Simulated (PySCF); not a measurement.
## Two-component Hartree-Fock for Ce²⁶⁺ (cerium, charge +26)

Start: [Ar] 3d10 4s2 4p2; 4p1/2 filled at m_j = -1/2, +1/2. Calculated with PySCF 2.14 in an even-tempered Gaussian basis (17 s from 2.1 bohr⁻², ratio 2.8; 13 p from 2.7 bohr⁻², ratio 2.8; 8 d from 4.8 bohr⁻², ratio 2.8; 4 f from 13 bohr⁻², ratio 3): generalised Hartree-Fock with the X2C-1e Hamiltonian and a Gaussian nucleus; one run each with spin-orbit coupling (SO) switched off, then screened by Boettger's factors.

```
spinor shell  electrons  ε, spin-free (eV)  ε, screened SO (eV)  weight of nominal j (screened SO)  rms radius, screened SO (bohr)
       1s1/2          2           -41498.9             -41491.2                              1.000                          0.0280
       2s1/2          2            -7455.6              -7452.1                              1.000                           0.114
       2p1/2          2            -6760.4              -7073.5                              1.000                          0.0977
       2p3/2          4            -6760.4              -6619.7                              1.000                           0.104
       3s1/2          2            -2262.8              -2260.7                              1.000                           0.293
       3p1/2          2            -2035.0              -2100.5                              1.000                           0.284
       3p3/2          4            -2035.0              -2003.4                              1.000                           0.297
       3d3/2          4            -1719.3              -1730.0                              1.000                           0.267
       3d5/2          6            -1719.3              -1709.1                              1.000                           0.270
       4s1/2          2            -981.60              -980.69                              1.000                           0.630
       4p1/2          2            -907.66              -921.36                              1.000                           0.635
```

```tsv
quantity	spin-free	screened SO
E (hartree)	-8527.06971	-8531.99549
M_J	0	0
⟨J²⟩	2.002	0.000
⟨L²⟩	2.001	1.349
⟨S²⟩	2.000	1.349
```

Breit and QED terms are absent; they matter most for the inner s and p1/2 levels.

Densities and radii are taken from the X2C orbitals without a picture-change correction, which distorts them close to the nucleus.

Without spin-orbit coupling the j labels of p, d and f shells carry no meaning; the spin-free column gives the mean over the occupied spinors of each nl shell.
